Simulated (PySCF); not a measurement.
In(F)(Me)(vinyl) (C3H6FIn), SMILES C=[CH][In]([CH3])[F].

Coordinates come from a B3LYP-D3(BJ)/def2-SVP optimisation. The structure was generated by enumeration; whether it is a known compound was not checked. The def2 effective core potentials stand for the cores of In; spin–orbit coupling is left out. The values are those of a single conformer.

Two levels are set side by side: TDDFT-PBE/def2-SVPD (PySCF) and TDDFT-M06-2X/def2-SVPD (PySCF). Vertical, same geometry. The lowest singlet is HOMO→LUMO 99 % with PBE and HOMO→LUMO 95 % with the other functional; states are paired by order. Differences are taken from unrounded values.

```csv
quantity,TDDFT-M06-2X
lowest singlet excitation (eV),4.90
lowest triplet excitation (TDA) (eV),4.45
first bright state (f over 0.05) (eV),6.22
its oscillator strength,0.07
```

Task: What does TDDFT-PBE give, and how far is it from TDDFT-M06-2X? (The exact figures need the calculation; the answer reports its results.)

Result: 
```csv
quantity,TDDFT-PBE,TDDFT-PBE minus TDDFT-M06-2X
lowest singlet excitation (eV),4.37,-0.53
lowest triplet excitation (TDA) (eV),4.10,-0.34
first bright state (f over 0.05) (eV),5.61,-0.61
its oscillator strength,0.09,0.02
```

Functionals without exact exchange tend to place singlet excitations lower, as here. Differences between two approximate levels are no errors against the true value.

Rough cost on one machine, each run with all the roots and properties that it gave: TDDFT-M06-2X against TDDFT-PBE about 10 times.
